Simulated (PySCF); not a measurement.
Structure problem from calculated spectra and properties.

Elements present: C, F, H and O. Monoisotopic mass: 178.0253 u.

* Rotational structure: rotational constants A, B, C: 1.461, 0.789, 0.611 GHz [PBE0-D3(BJ)/def2-SVP]
* Couplings: largest of the computed one-bond spin–spin couplings (means over like bonds): 19F–13C -334.6 (×3), 19F–13C -284.8, 13C–1H +191.8, 13C–1H +182.4, 13C–1H +178.8, 13C–1H +149.4 (×3) Hz [B3LYP/pcJ-1, spin–dipole term left out for some pairs]
* NMR, other nuclei: isotropic shieldings of nuclei other than C and H, by class: 150 (1 O), 166 (1 O), 250 (1 O), 230 (3 F), 342 (1 F) ppm [GIAO PBE/pcSseg-2]
* UV, strongest line: among the 10 lowest singlet transitions: S8 at 10.12 eV (123 nm, f = 0.057) [TDDFT wB97X-D/def2-SVPD]
* 13C NMR: chemical shifts (computed TMS as zero) by class: 136.7 (1 C), 117.7 (1 C), 106.4 (1 C), 56.8 (1 C) ppm [GIAO PBE/pcSseg-2]
* Triplet: lowest triplet excitation (Tamm–Dancoff): 8.51 eV [TDA wB97X-D/def2-SVPD]
* 1H NMR: chemical shifts (computed TMS as zero) by class: 6.14 (1 H), 5.73 (1 H), 5.40 (1 H), 3.50 (3 H) ppm [GIAO PBE/pcSseg-2]

Gas-phase values; electronic properties from PySCF, density fitting. Levels stand in brackets. The structure is a single PBE0-D3(BJ)/def2-SVP conformer in the gas phase; no vibrational or solvent corrections. NMR values are class means; diastereotopic atoms form classes of their own.

Problem. Which formula fits the mass and the elements?

Solution. C4H6F4O3 (calculated 178.0253). No other formula that holds each of these elements comes within 0.0003 u with a fitting electron parity and a possible valence count.

Problem. Propose a structure and show how it fits.

Solution. Numbering: `[CH3:1][O:2][C@@H:3]([O:4][CH2:5][F:6])[O:7][C:8]([F:9])([F:10])[F:11]`. Its formula, C4H6F4O3, gives 0 degrees of unsaturation, so no ring and no π bond. 4 carbons fall into 4 classes; from least to most shielded: CF3 carbon [C8] (136.7 ppm), sp3 carbon bearing three or more oxygens [C3] (117.7 ppm), sp3 C–F carbon [C5] (106.4 ppm), methoxy carbon [C1] (56.8 ppm). Hydrogen classes from least to most shielded: 1 H on an sp3 carbon bearing three or more oxygens, C3 (6.14 ppm), 1 H on an sp3 C–F carbon, C5 (5.73 ppm), 1 H on an sp3 C–F carbon, C5 (5.40 ppm), 3 H on a methoxy carbon, C1 (3.50 ppm). The other shieldings belong to: 150 ppm, ether oxygen [O7]; 166 ppm, ether oxygen [O4]; 250 ppm, ether oxygen [O2]; 230 ppm, fluorine of a CF3 group [F9/F10/F11]; 342 ppm, alkyl fluorine [F6]. The couplings run between: -334.6 Hz, fluorine of a CF3 group [F9] and CF3 carbon [C8] (with 2 like pairs); -284.8 Hz, alkyl fluorine [F6] and sp3 C–F carbon [C5]; +191.8 Hz, sp3 carbon bearing three or more oxygens [C3] and its hydrogen; +182.4 Hz, sp3 C–F carbon [C5] and its hydrogen; +178.8 Hz, sp3 C–F carbon [C5] and its hydrogen; +149.4 Hz, methoxy carbon [C1] and its hydrogen (with 2 like pairs). The optimised geometry has point group C1 and is an asymmetric top. Structure: `CO[C@@H](OCF)OC(F)(F)F`. The assignments are read from this structure; whether some other isomer fits the data as well wasn't checked. The mirror image fits equally.
